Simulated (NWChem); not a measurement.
System: C₅H₁₁Si, doublet; SMILES C=[C][Si](C)(C)C

Output (shortened):

```
             Northwest Computational Chemistry Package (NWChem) 7.3.0
             --------------------------------------------------------

 C1  symmetry detected

                             Geometry "geometry" -> ""
                             -------------------------

 Output coordinates in angstroms (scale by  1.889725989 to convert to a.u.)

  No.       Tag          Charge          X              Y              Z
 ---- ---------------- ---------- -------------- -------------- --------------
    1 C                    6.0000     0.04082473    -2.75669173    -0.00065210
    2 C                    6.0000     0.28500936    -1.46748368    -0.00222012
    3 Si                  14.0000     0.01363530     0.35537707    -0.00003824
    4 C                    6.0000     0.81903404     1.06655861     1.54461464
    5 C                    6.0000     0.80938397     1.06911663    -1.54851242
    6 C                    6.0000    -1.83358327     0.74136403     0.00575075
    7 H                    1.0000     0.84281091    -3.51224690    -0.00626617
    8 H                    1.0000    -0.98514439    -3.16407984     0.00639238
    9 H                    1.0000     0.68109515     2.15901262     1.58672845
   10 H                    1.0000     1.89975224     0.85750908     1.55987165
   11 H                    1.0000     0.37762830     0.63276137     2.45533812
   12 H                    1.0000     1.88997336     0.86003341    -1.57087302
   13 H                    1.0000     0.36231854     0.63687425    -2.45721272
   14 H                    1.0000     0.67120390     2.16164018    -1.58793871
   15 H                    1.0000    -2.32416329     0.32329508     0.89852878
   16 H                    1.0000    -2.00057905     1.83108851     0.00521539
   17 H                    1.0000    -2.32980286     0.32165023    -0.88313325

 Effective nuclear repulsion energy (a.u.)     283.7629119081

                                 NWChem DFT Module
                                 -----------------

 Summary of "ao basis" -> "ao basis" (spherical)
 ------------------------------------------------------------------------------
       Tag                 Description            Shells   Functions and Types
 ---------------- ------------------------------  ------  ---------------------
 C                          def2-svp                 6       14   3s2p1d
 Si                         def2-svp                 8       18   4s3p1d
 H                          def2-svp                 3        5   2s1p

            General Information
            -------------------
          SCF calculation type: DFT
          Wavefunction type:  spin polarized.
          No. of atoms     :    17
          No. of electrons :    55
           Alpha electrons :    28
            Beta electrons :    27
          Charge           :     0
          Spin multiplicity:     2
          Use of symmetry is: off; symmetry adaption is: off
          Maximum number of iterations: 150
          AO basis - number of functions:   143
                     number of shells:    71
          Convergence on energy requested:  1.00D-06
          Convergence on density requested:  1.00D-05
          Convergence on gradient requested:  5.00D-04

              XC Information
              --------------
                         MN15 Method XC Functional
                     Hartree-Fock (Exact) Exchange  0.440
                          MN15 Exchange Functional  1.000
                        MN15 Correlation Potential  1.000

             Grid Information
             ----------------
          Grid used for XC integration:  xfine
          Radial quadrature: Mura-Knowles
          Angular quadrature: Lebedev.
          Tag              B.-S. Rad. Rad. Pts. Rad. Cut. Ang. Pts.
          ---              ---------- --------- --------- ---------
          C                   0.70      100          13.0      1454
          Si                  1.10      125          11.0      1454
          H                   0.35      100          14.0      1202
          Grid pruning is: on
          Number of quadrature shells:  1725
          Spatial weights used:  Erf1

      Superposition of Atomic Density Guess
      -------------------------------------

 Sum of atomic energies:        -482.35466607

      Non-variational initial energy
      ------------------------------

 Total energy =    -485.917534
 1-e energy   =   -1221.193870
 2-e energy   =     451.513425
 HOMO         =      -0.150792
 LUMO         =      -0.007232

     ---------------------------------------------
      Total Density - Mulliken Population Analysis
     ---------------------------------------------

    Atom       Charge   Shell Charges
 -----------   ------   -------------------------------------------------------
    1 C    6     6.23   1.99  0.96  0.28  1.96  1.01  0.03
    2 C    6     6.27   1.99  1.04  0.38  1.81  1.02  0.02
    3 Si  14    13.31   2.00  1.99  0.98  0.13  5.93  1.08  0.93  0.27
    4 C    6     6.56   1.99  0.97  0.26  2.12  1.21  0.01
    5 C    6     6.56   1.99  0.97  0.26  2.12  1.21  0.01
    6 C    6     6.55   1.99  0.97  0.26  2.11  1.21  0.01
    7 H    1     0.86   0.64  0.20  0.02
    8 H    1     0.87   0.64  0.20  0.02
    9 H    1     0.86   0.65  0.19  0.03
   10 H    1     0.86   0.65  0.19  0.03
   11 H    1     0.86   0.65  0.19  0.03
   12 H    1     0.86   0.65  0.19  0.03
   13 H    1     0.86   0.65  0.19  0.03
   14 H    1     0.86   0.65  0.19  0.03
   15 H    1     0.87   0.65  0.19  0.03
   16 H    1     0.87   0.65  0.19  0.03
   17 H    1     0.87   0.65  0.19  0.03

     --------------------------------------------
      Spin Density - Mulliken Population Analysis
     --------------------------------------------

    Atom       Charge   Shell Charges
 -----------   ------   -------------------------------------------------------
    1 C    6     0.02   0.00  0.00 -0.00  0.01 -0.00  0.01
    2 C    6     0.70   0.00  0.00  0.01  0.39  0.30  0.00
    3 Si  14     0.07   0.00  0.00  0.00  0.00  0.00  0.01  0.03  0.03
    4 C    6     0.00   0.00  0.00 -0.00  0.00  0.00  0.00
    5 C    6     0.00   0.00  0.00 -0.00  0.00  0.00  0.00
    6 C    6     0.04   0.00  0.01 -0.01  0.03  0.01  0.00
    7 H    1     0.06   0.05  0.02 -0.00
    8 H    1     0.08   0.06  0.03  0.00
    9 H    1     0.00   0.00  0.00  0.00
   10 H    1     0.00   0.00  0.00  0.00
   11 H    1     0.00   0.00  0.00  0.00
   12 H    1     0.00   0.00  0.00  0.00
   13 H    1     0.00   0.00  0.00  0.00
   14 H    1     0.00   0.00  0.00  0.00
   15 H    1     0.00   0.00  0.00  0.00
   16 H    1     0.01   0.01  0.01  0.00
   17 H    1     0.00   0.00  0.00  0.00

   convergence    iter        energy       DeltaE   RMS-Dens  Diis-err
 ---------------- ----- ----------------- --------- --------- ---------
 d= 0,ls=0.0,diis     1   -485.8497232809 -7.70D+02  2.93D-03  1.80D-01
                                                     3.04D-03  1.78D-01
 d= 0,ls=0.0,diis     2   -485.9129496393 -6.32D-02  9.99D-04  1.00D-02
                                                     8.13D-04  8.96D-03
 d= 0,ls=0.0,diis     3   -485.9155266343 -2.58D-03  3.71D-04  5.65D-03
                                                     3.94D-04  6.31D-03
 d= 0,ls=0.0,diis     4   -485.9187091364 -3.18D-03  1.47D-04  2.99D-04
                                                     7.34D-05  1.22D-04
 d= 0,ls=0.0,diis     5   -485.9188415684 -1.32D-04  4.60D-05  4.83D-05
                                                     7.49D-05  1.26D-04
  Resetting Diis
 d= 0,ls=0.0,diis     6   -485.9189175314 -7.60D-05  5.20D-05  1.35D-05
                                                     3.33D-05  4.49D-06
 d= 0,ls=0.0,diis     7   -485.9189395074 -2.20D-05  2.01D-05  2.27D-06
                                                     2.24D-05  3.09D-06
 d= 0,ls=0.0,diis     8   -485.9189457825 -6.28D-06  1.24D-05  2.50D-06
                                                     8.08D-06  1.28D-06
 d= 0,ls=0.0,diis     9   -485.9189481932 -2.41D-06  1.96D-05  3.78D-07
                                                     2.34D-05  8.76D-07
 d= 0,ls=0.0,diis    10   -485.9189512151 -3.02D-06  9.79D-06  5.38D-07
                                                     6.69D-06  2.07D-07
 d= 0,ls=0.0,diis    11   -485.9189516766 -4.61D-07  7.17D-07  4.06D-09
                                                     7.85D-07  5.81D-09

         Total DFT energy =     -485.918951676557
      One electron energy =    -1227.706692008241
           Coulomb energy =      509.609180574748
    Exchange-Corr. energy =      -51.584352151132
 Nuclear repulsion energy =      283.762911908067

 Numeric. integr. density =       55.000000675193

                    DFT Final Alpha Molecular Orbital Analysis
                    ------------------------------------------

 Vector   26  Occ=1.000000D+00  E=-3.418926D-01
              MO Center= -3.9D-01,  5.9D-01, -2.8D-03, r^2= 3.9D+00
   Bfn.  Coefficient  Atom+Function         Bfn.  Coefficient  Atom+Function
  ----- ------------  ---------------      ----- ------------  ---------------
    78      0.356281   6 C  px               36     -0.260240   3 Si px
    81      0.200367   6 C  px               50      0.165983   4 C  px
    64      0.166008   5 C  px               39     -0.149217   3 Si px
    33      0.143308   3 Si px               66     -0.132297   5 C  pz
    52      0.129077   4 C  pz              104      0.128166  10 H  s

 Vector   27  Occ=1.000000D+00  E=-3.064537D-01
              MO Center=  2.8D-01, -1.3D+00,  6.3D-05, r^2= 3.8D+00
   Bfn.  Coefficient  Atom+Function         Bfn.  Coefficient  Atom+Function
  ----- ------------  ---------------      ----- ------------  ---------------
    20      0.362429   2 C  pz                6      0.356235   1 C  pz
     9      0.234238   1 C  pz               23      0.234334   2 C  pz
    52      0.157651   4 C  pz               66      0.157309   5 C  pz
    38     -0.128699   3 Si pz               49     -0.121042   4 C  s
    63      0.120520   5 C  s                55      0.094137   4 C  pz

 Vector   28  Occ=1.000000D+00  E=-2.264747D-01
              MO Center=  1.6D-01, -1.5D+00, -2.0D-03, r^2= 2.7D+00
   Bfn.  Coefficient  Atom+Function         Bfn.  Coefficient  Atom+Function
  ----- ------------  ---------------      ----- ------------  ---------------
    18      0.546814   2 C  px               21      0.445500   2 C  px
    94      0.201788   8 H  s                89     -0.190120   7 H  s
    77      0.179218   6 C  s                95      0.176472   8 H  s
    90     -0.154755   7 H  s                78      0.142708   6 C  px
    81      0.119673   6 C  px               39      0.117311   3 Si px

 Vector   29  Occ=0.000000D+00  E= 2.427156D-02
              MO Center=  1.4D-01, -1.7D+00, -1.1D-03, r^2= 3.5D+00
   Bfn.  Coefficient  Atom+Function         Bfn.  Coefficient  Atom+Function
  ----- ------------  ---------------      ----- ------------  ---------------
     9      0.573751   1 C  pz               23     -0.459302   2 C  pz
    41     -0.440033   3 Si pz               49      0.430540   4 C  s
    63     -0.428560   5 C  s                 6      0.414291   1 C  pz
    20     -0.336606   2 C  pz              100     -0.174487   9 H  s
   125      0.173867  14 H  s                43      0.118402   3 Si d -1

 Vector   30  Occ=0.000000D+00  E= 8.775728D-02
              MO Center= -3.1D-01,  9.3D-01,  2.2D-03, r^2= 8.5D+00
   Bfn.  Coefficient  Atom+Function         Bfn.  Coefficient  Atom+Function
  ----- ------------  ---------------      ----- ------------  ---------------
    77      1.652039   6 C  s                49      1.387246   4 C  s
    63      1.385693   5 C  s                32     -1.251765   3 Si s
   130     -0.576868  15 H  s               135     -0.578029  16 H  s
   140     -0.577100  17 H  s               110     -0.508982  11 H  s
   120     -0.508651  13 H  s               105     -0.500557  10 H  s

 Vector   31  Occ=0.000000D+00  E= 1.220033D-01
              MO Center= -4.0D-01, -3.4D-01,  4.3D-04, r^2= 8.9D+00
   Bfn.  Coefficient  Atom+Function         Bfn.  Coefficient  Atom+Function
  ----- ------------  ---------------      ----- ------------  ---------------
    77      1.480836   6 C  s                63     -1.113129   5 C  s
    49     -1.101460   4 C  s                95     -0.995178   8 H  s
    39      0.923787   3 Si px                3      0.756673   1 C  s
    40      0.476419   3 Si py              120      0.475332  13 H  s
   130     -0.474385  15 H  s               110      0.471931  11 H  s

                     DFT Final Beta Molecular Orbital Analysis
                     -----------------------------------------

 Vector   25  Occ=1.000000D+00  E=-3.454957D-01
              MO Center=  3.9D-01,  3.6D-01,  1.7D-03, r^2= 4.3D+00
   Bfn.  Coefficient  Atom+Function         Bfn.  Coefficient  Atom+Function
  ----- ------------  ---------------      ----- ------------  ---------------
    52      0.283172   4 C  pz               66      0.282933   5 C  pz
    38     -0.253380   3 Si pz               20     -0.172476   2 C  pz
    41     -0.157517   3 Si pz                6     -0.153889   1 C  pz
    55      0.152442   4 C  pz               69      0.152252   5 C  pz
    35      0.139937   3 Si pz              109      0.138034  11 H  s

 Vector   26  Occ=1.000000D+00  E=-3.366424D-01
              MO Center= -5.0D-01,  6.8D-01, -2.2D-03, r^2= 3.5D+00
   Bfn.  Coefficient  Atom+Function         Bfn.  Coefficient  Atom+Function
  ----- ------------  ---------------      ----- ------------  ---------------
    78      0.376078   6 C  px               36     -0.269743   3 Si px
    81      0.212986   6 C  px               50      0.160735   4 C  px
    64      0.160742   5 C  px               39     -0.152764   3 Si px
    33      0.148063   3 Si px               77      0.135949   6 C  s
    66     -0.130890   5 C  pz               52      0.127802   4 C  pz

[...]

                         DFT ENERGY GRADIENTS

    atom               coordinates                        gradient
                 x          y          z           x          y          z
   1 C       0.077148  -5.209392  -0.001232   -0.000258   0.000426   0.000006
   2 C       0.538590  -2.773142  -0.004195    0.001243  -0.004100  -0.000020
   3 Si      0.025767   0.671565  -0.000072   -0.000412  -0.000226   0.000003
   4 C       1.547750   2.015504   2.918898    0.001631   0.001394   0.002993
   5 C       1.529514   2.020337  -2.926264    0.001610   0.001405  -0.002996
   6 C      -3.464970   1.400975   0.010867   -0.003506   0.000486   0.000016
   7 H       1.592682  -6.637184  -0.011841    0.000307   0.000103  -0.000004
   8 H      -1.861653  -5.979244   0.012080   -0.000515   0.000129   0.000006
   9 H       1.287083   4.079942   2.998482    0.000104   0.000114   0.000229
  10 H       3.590011   1.620457   2.947730    0.000172   0.000043   0.000270
  11 H       0.713614   1.195746   4.639916    0.000115   0.000013   0.000283
  12 H       3.571532   1.625227  -2.968520    0.000170   0.000039  -0.000271
  13 H       0.684683   1.203518  -4.643459    0.000116   0.000014  -0.000284
  14 H       1.268391   4.084908  -3.000769    0.000101   0.000114  -0.000230
  15 H      -4.392032   0.610939   1.697973   -0.000335  -0.000008   0.000048
  16 H      -3.780546   3.460256   0.009856   -0.000214   0.000064  -0.000006
  17 H      -4.402689   0.607831  -1.668880   -0.000331  -0.000012  -0.000045
```

Level: MN15/def2-SVP, spin-unrestricted. Structure relaxed at the PBE0/def2-SVP, spin-unrestricted level. Not confirmed as a minimum by frequencies. No stability test was run on the SCF state.

Task: Reconstruct the input file.

Result: One answer among several that fit: the input that was run:
```
start job
memory heap 200 mb stack 900 mb global 1100 mb
geometry units angstroms noautoz
  C     -0.013290    -2.749917    -0.000640
  C      0.253201    -1.465226    -0.016053
  Si     0.014561     0.362146    -0.000806
  C      0.913052     1.058636     1.498532
  C      0.739686     1.062055    -1.589747
  C     -1.822654     0.780721     0.102499
  H      0.773804    -3.519528    -0.048168
  H     -1.044482    -3.139109     0.061004
  H      0.796853     2.153348     1.547111
  H      1.989201     0.830514     1.456699
  H      0.512894     0.632505     2.431657
  H      1.813714     0.833910    -1.669138
  H      0.237569     0.637985    -2.473195
  H      0.618930     2.156859    -1.622581
  H     -2.272582     0.371189     1.020296
  H     -1.970171     1.873227     0.110029
  H     -2.372578     0.370042    -0.758567
end
basis spherical
  * library def2-svp
end
dft
  odft
  mult 2
  xc mn15
  grid xfine
  iterations 150
  mulliken
end
task dft gradient
```
